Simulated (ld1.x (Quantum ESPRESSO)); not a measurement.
**Logarithmic derivatives: gold, PAW**

- Element: Au (Z = 79)
- Generator: ld1.x (Quantum ESPRESSO) 7.5
- Type: PAW
- Functional: PBE
- Relativity: scalar-relativistic
- Frozen core: [Xe] 4f14
- Valence charge: 11
- Reference configuration: 5d9 6s2 6p0
- Partial waves: 6s (bound): rcut 2.15, rcutus 2.25 bohr; 6s channel at 2.4 Ry: rcut 2.15, rcutus 2.25 bohr; 6p (bound, empty): rcut 2.70, rcutus 3.30 bohr; 6p channel at 0.55 Ry: rcut 2.70, rcutus 3.30 bohr; 5d (bound): rcut 1.90, rcutus 2.20 bohr; 5d channel at -0.25 Ry: rcut 1.90, rcutus 2.20 bohr
- Local potential: all-electron potential smoothed inside 2.70 bohr (lloc = -1)
- Core correction: Bessel-smoothed model core, default radius (core density twice the valence density)
- Augmentation charge: GAUSS, radius 1.55 bohr

The phase is arctan(r·u′/u) with u = r·R(r), unwrapped; energies in Ry, scanned from -3 to 5 Ry. A pole is an energy at which the radial function vanishes at the test radius. The pseudo phase is shifted by a multiple of π to meet the all-electron one at the reference energy, and phase errors are pseudo minus all-electron; the curves can meet again beyond the range given. Levels narrower than the energy grid can be missing from the lists of poles.

Task: For each channel, where are the poles, and over which energies does the pseudopotential scatter like the atom?

Result:

| channel | radius (bohr) | reference energy (Ry) | poles, all-electron | poles, pseudo | unbroken range about the reference energy with phases within 0.05 rad | phase error 1 Ry above the reference energy (rad) |
| --- | --- | --- | --- | --- | --- | --- |
| s | 3.62 | -0.49 | -0.09, 3.89 | -0.09, 3.88 | the whole range | -0.000 |
| p | 3.62 | -0.08 | 0.84 | 0.84, 3.87 | below 2.2 | -0.000 |
| d | 3.62 | -0.66 | -0.61, 2.45 | -0.61, 2.45 | below 4.3 | -0.000 |

Phases in the p channel:

```
E (Ry)  all-electron  pseudo
 -3.00         1.404   1.403
 -2.52         1.386   1.386
 -2.04         1.362   1.362
 -1.56         1.325   1.325
 -1.08         1.258   1.258
 -0.60         1.089   1.089
 -0.12         0.057   0.057
  0.36        -1.344  -1.344
  0.84        -1.569  -1.569
  1.32        -1.679  -1.680
  1.80        -1.795  -1.801
  2.28        -2.051  -2.116
  2.76        -3.361  -3.895
  3.24        -4.351  -4.519
  3.72        -4.548  -4.676
  4.20        -4.629  -4.806
  4.68        -4.677  -5.314
```
